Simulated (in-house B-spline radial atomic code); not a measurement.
Whole-atom quantities along the 17-electron series, configuration 1s2 2s2 2p6 3s2 3p1/2(2) 3p3/2(3). Breit and QED terms are first order and not part of the total energy; the density at the nucleus is averaged over the nuclear charge. Computed with a B-spline radial code for spherical atoms: Dirac-Hartree-Fock, jj configuration that fills j = l - 1/2 first, finite nuclei.

```
  ion   Z  E/Z² (Eh)  Σ<r²> (bohr²)  n(0)/Z³ (bohr⁻³)  Lamb diamagnetic shielding (ppm)  repulsion over attraction  Breit energy (eV)  self-energy (eV)  vacuum polarisation (eV)
Se17+  34    -1.9692         2.3114           0.99547                           2653.74                   0.092541             31.033            23.689                   -2.3278
Br18+  35    -1.9824         2.1368            1.0173                           2745.07                   0.090118             34.151            26.202                   -2.6215
Kr19+  36    -1.9951         1.9812              1.04                           2836.83                   0.087809             37.475            28.899                    -2.943
Rb20+  37    -2.0074         1.8419            1.0639                           2929.04                   0.085606             41.012            31.789                   -3.2942
Sr21+  38    -2.0192         1.7167            1.0886                           3021.72                   0.083504              44.77            34.879                   -3.6772
Zr23+  40          ?              ?                 ?                                 ?                          ?                  ?                 ?                         ?
Nb24+  41    -2.0524         1.4084             1.168                           3302.77                   0.077734              57.44            45.443                    -5.038
Mo25+  42    -2.0628         1.3237            1.1951                           3397.52                   0.075971             62.153            49.426                   -5.5698
Tc26+  43     -2.073         1.2462            1.2258                           3492.84                   0.074281             67.123            53.655                   -6.1452
Ru27+  44          ?              ?                 ?                                 ?                          ?                  ?                 ?                         ?
Rh28+  45    -2.0925           1.11            1.2886                           3685.27                   0.071099             77.867            62.895                   -7.4365
Pd29+  46    -2.1019         1.0499            1.3221                           3782.43                     0.0696             83.656            67.926                   -8.1584
Ag30+  47    -2.1111        0.99451            1.3579                           3880.24                   0.068158             89.734            73.245                   -8.9354
Cd31+  48    -2.1201        0.94322            1.3932                           3978.73                   0.066769             96.108            78.864                   -9.7703
In32+  49     -2.129        0.89568            1.4325                           4077.93                   0.065431             102.79            84.795                   -10.667
Sn33+  50    -2.1377        0.85154            1.4721                           4177.85                    0.06414             109.78             91.05                    -11.63
Sb34+  51    -2.1463        0.81046            1.5138                           4278.54                   0.062894             117.09            97.641                   -12.661
Te35+  52    -2.1547        0.77218            1.5554                              4380                   0.061692             124.74            104.58                   -13.766
 I36+  53          ?              ?                 ?                                 ?                          ?                  ?                 ?                         ?
Xe37+  54    -2.1713        0.70304            1.6489                            4585.4                   0.059405             141.05            119.56                   -16.213
Cs38+  55    -2.1794        0.67175             1.699                            4689.4                   0.058317             149.74            127.63                   -17.564
Ba39+  56    -2.1874        0.64241            1.7503                           4794.29                   0.057264             158.79            136.11                   -19.008
La40+  57    -2.1954        0.61486            1.8052                           4900.11                   0.056244             168.22            145.01                   -20.549
```

Problem. Fill in the row of Zr23+.

Solution. E/Z² (Eh): -2.0417; Σ<r²> (bohr²): 1.5014; n(0)/Z³ (bohr⁻³): 1.141; Lamb diamagnetic shielding (ppm): 3208.57; repulsion over attraction: 0.079574; Breit energy (eV): 52.977; self-energy (eV): 41.697; vacuum polarisation (eV): -4.5469.

Problem. Fill in the row of Ru27+.

Solution. E/Z² (Eh): -2.0828; Σ<r²> (bohr²): 1.1752; n(0)/Z³ (bohr⁻³): 1.2557; Lamb diamagnetic shielding (ppm): 3588.75; repulsion over attraction: 0.072658; Breit energy (eV): 72.359; self-energy (eV): 58.142; vacuum polarisation (eV): -6.7663.

Problem. Fill in the row of I36+.

Solution. E/Z² (Eh): -2.163; Σ<r²> (bohr²): 0.73645; n(0)/Z³ (bohr⁻³): 1.6019; Lamb diamagnetic shielding (ppm): 4482.29; repulsion over attraction: 0.060529; Breit energy (eV): 132.72; self-energy (eV): 111.88; vacuum polarisation (eV): -14.948.

Problem. With what power of Z does the column «self-energy (eV)» change over this range?

Solution. A fit of the logarithm of its size against log Z from Z = 34 to 57 has slope 3.50. One-loop self-energy scales as Z⁴F(Zα), with F falling from low Z to about Z = 90.
